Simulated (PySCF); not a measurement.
Gas-phase reaction: 2 SiBr2 ⇌ SiBr4 + Si

Method: PySCF energies (xtb for GFN2) plus ideal-gas RRHO corrections (1 bar). 'Table' is the NASA 1993 thermochemical table (part measured, part estimated). † marks an energy on the PBE0/def2-TZVP geometry and frequencies; other levels use their own. CCSD(T) freezes the core. 6-31G* has spherical d functions here. Open shells (unrestricted): Si (multiplicity 3, electronic degeneracy 9); the rest are closed-shell singlets. GFN2 has no spin-polarisation term. Spin-orbit splitting is ignored; it lowers the true energy and changes the entropy of Si. B3LYP is the form with VWN-RPA correlation. Br: all electrons, no relativistic terms. CCSD(T) isn't extrapolated to the basis-set limit. The harmonic model lacks anharmonicity and excited electronic states, which grow with temperature; levels with a mode under 35 cm⁻¹ are left out. Soft modes under 120 cm⁻¹ make the harmonic entropy rough for SiBr4. The table's entry may be an old estimate for SiBr2, SiBr4 (not checked at source).

log10 K (1 bar standard state):

```csv
T (K),table,B3LYP/6-31G*,B3LYP/def2-TZVP†,BLYP/def2-TZVP†,CCSD(T)/def2-SVP†,GFN2-xTB
500,-17.8,-21.7,-21.7,-24.5,-16.1,-30.7
600,-15.3,-18.6,-18.5,-20.9,-13.9,-26.1
1000,-10.2,-12.2,-12.2,-13.6,-9.4,-16.6
1600,-7.3,-8.6,-8.5,-9.4,-6.8,-11.1
1800,-6.7,-7.9,-7.8,-8.6,-6.3,-10.1
```
Ten kJ in ΔG° is worth 1.04 decades in K at 500 K and 0.29 at 1800 K.
